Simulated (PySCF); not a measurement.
ORD: C6H9BO

Geometry:
```tsv
atom	x (Å)	y (Å)	z (Å)
B1	1.224	0.697	-0.794
C2	1.692	-0.455	0.170
C3	0.753	-1.103	0.855
C4	-0.670	-0.686	0.617
C5	-0.916	-0.720	-0.898
O6	-0.224	0.405	-1.407
C7	-0.100	1.394	-0.339
C8	-0.814	0.823	0.867
H9	1.919	1.199	-1.595
H10	2.730	-0.726	0.297
H11	0.944	-1.915	1.542
H12	-1.390	-1.287	1.173
H13	-1.981	-0.605	-1.134
H14	-0.528	-1.621	-1.378
H15	-0.438	2.368	-0.679
H16	-0.337	1.134	1.796
H17	-1.869	1.110	0.896
```

Computed, not measured: TDDFT B3LYP/def2-SVPD circular dichroism and optical rotation, one conformer, gas phase (PySCF). Geometry: GFN2-xTB.

The bonding changed while the geometry was optimised; results refer to the coordinates, not to the name. States above about 6.7 eV (minus the energy of the highest occupied orbital) lie near or above the ionisation threshold and depend on the basis.

Stereocentres: C4 R, C7 R.

**Question.** Give the optical rotatory dispersion at 633, 589.3, 546, 436, 405, 365, 355 nm.

**Answer.** [α] in deg dm⁻¹ (g/mL)⁻¹:
| λ (nm) | origin-invariant length gauge | modified velocity gauge | length gauge (centre of mass) | isotropic polarisability (au) |
| --- | --- | --- | --- | --- |
| 633 | -41.0 | -28.2 | -39.6 | 80.4 |
| 589.3 | -48.8 | -33.9 | -47.1 | 80.7 |
| 546 | -59.1 | -41.6 | -57.0 | 81.1 |
| 436 | -108.6 | -80.6 | -104.9 | 82.7 |
| 405 | -135.3 | -102.8 | -130.7 | 83.5 |
| 365 | -189.2 | -149.0 | -182.8 | 84.8 |
| 355 | -208.2 | -165.7 | -201.1 | 85.2 |

**Question.** And for the mirror image at 589.3 nm?

**Answer.** +48.8 deg dm⁻¹ (g/mL)⁻¹ (origin-invariant length gauge): the same size and the opposite sign.

**Question.** What is the molar rotation [Φ] = [α]·M/100 of the geometry above at 589.3 nm?

**Answer.** With M = 107.95 g/mol, -52.7 deg cm² dmol⁻¹ (origin-invariant length gauge).

The first excitation lies at 6.02 eV (206 nm) with R = -2.4 × 10⁻⁴⁰ esu² cm² (velocity form).
